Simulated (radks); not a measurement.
Values are calculated unless marked as measured or tabulated.
Neutral platinum inside a hard spherical wall (all orbitals vanish at R), configuration held at [Xe] 4f14 5d9 6s1 and not refilled when levels cross. Level of theory: scalar-relativistic Kohn-Sham, r2SCAN, spin-polarised, spherical densities, finite nucleus; open shells are filled with parallel spins first (spin-orbit coupling, left out, can overturn this in heavy ions); meta-GGA in the generalised Kohn-Sham scheme; Fermi nuclear charge, rms radius 5.427 fm (a radial shooting solver on a logarithmic mesh with Libxc functionals). Eigenvalues in eV for spin up, with the zero of energy where the potential of the charges vanishes at infinity; a dash marks a level that is unbound or too diffuse for the functional's potential to be trusted. A positive occupied level is held by the wall or, in an anion where self-interaction has pushed it up, behind a barrier. The pressure on the wall is -dE/dV.

R (bohr),E (hartree),kinetic (hartree),e(4f),e(5p),e(5d),e(6s),"e(6p, empty)","e(7s, empty)",pressure (GPa)
free,-18411.7777,20525.223,-70.798,-57.771,-6.747,-6.406,-,-,0
20,-18411.7777,20525.223,-70.798,-57.771,-6.747,-6.406,-0.746,-,< 0.0001
15,-18411.7777,20525.223,-70.798,-57.771,-6.747,-6.406,-0.739,0.761,< 0.0001
10,-18411.7777,20525.224,-70.791,-57.764,-6.741,-6.400,-0.630,2.403,0.00235
5,-18411.7045,20525.691,-68.897,-55.964,-5.151,-4.494,3.678,22.297,9.93
4,-18411.4510,20526.960,-65.192,-52.641,-2.099,-0.059,10.830,45.502,74.4
3.5,-18411.0486,20528.764,-61.057,-49.099,1.387,5.632,19.206,69.177,230
3,-18410.0486,20532.957,-53.582,-42.968,7.985,17.578,35.772,111.35,810
